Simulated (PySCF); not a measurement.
H4P2. Atoms are numbered in the order given.

```xyz
6

P     -1.1175    -0.1312     0.0000
P      1.1175     0.1312     0.0000
H     -1.3225     0.8312     1.0246
H     -1.3225     0.8312    -1.0246
H      1.3225    -0.8312     1.0246
H      1.3225    -0.8312    -1.0246
```
Charge 0, spin multiplicity 1.

The structure is a stationary point at B3LYP-D3(BJ)/def2-TZVP.

Level of theory: PBE/pcSseg-2 run with PySCF.

GIAO shieldings, no solvent; atoms alike by connectivity are averaged. δ = σ(ref) − σ: ³¹P against PH3 (σ = 572.3 ppm); ¹H against TMS (σ = 31.47 ppm), references at their B3LYP-D3(BJ)/def2-TZVP geometries, non-relativistic.

Problem. Estimate the chemical shifts. (An estimate is asked for; the answer gives what the named calculation found.)

Solution. 
```json
[
 {"nucleus": "³¹P", "atoms": "P1, P2", "count": "2", "δ (ppm)": "64.3"},
 {"nucleus": "¹H", "atoms": "H3, H4, H5, H6", "count": "4", "δ (ppm)": "2.69"}
]
```
